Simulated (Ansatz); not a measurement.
Energy needed to pull apart SnHOF (SMILES [OH][Sn][F]), singlet, into free ground-state atoms, from the structure below (displaced at random from a GFN2-xTB minimum); no zero-point or spin–orbit terms; open-shell atoms are treated unrestricted, in their ground-state multiplicity.

O1  (-0.885, 0.381, -0.541)
Sn2  (-0.052, -1.252, 0.328)
F3  (1.745, -0.392, 0.927)
H4  (-0.775, 1.241, -0.809)
(Å)

Program: Ansatz 0.2.0. Basis: def2-TZVPP. Cores are frozen in the correlated methods. Filled d shells of the heavier atoms are correlated. Core potentials replace the inner electrons of the atoms past krypton. The def2 sets are not built for correlating such inner shells, so the correlated values are less sure here. B3LYP uses VWN-RPA correlation.

| method | atomization energy (eV) |
| --- | --- |
| PBE-D4 | 14.19 |
| r2SCAN-D4 | 13.62 |
| PBE0-D4 | 13.28 |
| B3LYP-D4 | 13.63 |
| r2SCANh-D4 | 13.31 |
| wB97M-V | ? |
| HF | 8.27 |
| MP2 | ? |
| CCSD | 12.71 |
| CCSD(T) | 13.08 |

**Question.** What does wB97M-V give? (To be estimated.)

**Answer.** Computed: 13.57 eV, which is about 0.49 eV more than CCSD(T)/def2-TZVPP.

**Question.** What does MP2 give? (To be estimated.)

**Answer.** By the calculation: 13.69 eV, which is about 0.60 eV more than CCSD(T)/def2-TZVPP.

In triple zeta the MP2 and coupled-cluster atomization energies are still short of their basis limit by a few kcal/mol a bond, whereas those of the functionals are nearly converged, so these differences are not deviations from converged CCSD(T).

The T1 diagnostic stays at or below 0.019.

For scale, one of the runs: CCSD(T)/def2-TZVPP forces, 126 basis functions (an equivalent command: `ansatz run in.yaml --threads 4`). Hardware: 4 CPU threads, shared host. Wall time 57 s; peak host memory 1.2 GiB.
